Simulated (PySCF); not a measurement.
Structure with atom numbers: `[F:1][SiH2:2][S:3][CH2:4][CH:5]([F:6])[F:7]`. Hydrogens are named by the atom that carries them.

Geometry: GFN2-xTB; GIAO shifts from PySCF 2.14.0 with density-fitted response routines, gas phase, non-relativistic, averaged over equivalent atoms.

At PBE0/6-31G* (116 basis functions, 15 s wall time on 1 thread of an Arm Neoverse V1, shared host):
```csv
atoms,δ (ppm)
F6/F7,-133.2
F1,-180.9
Si2,33.4
C5,117.7
C4,32.3
H(C5),6.12
H(Si2),5.85
H(C4),2.78
```

References, each an isolated molecule treated in the same way: 19F (192.54 ppm) vs CFCl3; 29Si (415.49 ppm), 13C (196.39 ppm), 1H (32.41 ppm) against TMS.

Task: Predict the values at PBE0/ANO-RCC-VDZP on the same geometry.

Result: 
| atoms | δ at PBE0/ANO-RCC-VDZP | change |
| --- | --- | --- |
| F6/F7 | -137.3 | -4.1 |
| F1 | -199.1 | -18.2 |
| Si2 | -12.6 | -46.0 |
| C5 | 125.5 | +7.8 |
| C4 | 34.8 | +2.5 |
| H(C5) | 5.82 | -0.30 |
| H(Si2) | 5.73 | -0.12 |
| H(C4) | 2.88 | +0.10 |

Shifts are taken against calculated references (same method and geometry level): CFCl3 for 19F (σ = 179.08 ppm); 29Si (σ = 391.67 ppm) and 13C (σ = 190.39 ppm) and 1H (σ = 31.76 ppm) against TMS.

The largest change is at Si2 (silicon bonded to F, S, 2 H). Cost: 131 basis functions, 24 s wall time on 1 thread of an Arm Neoverse V1, shared host.

Unscaled 19F shifts against computed CFCl3 carry errors that often reach 10 to 50 ppm.
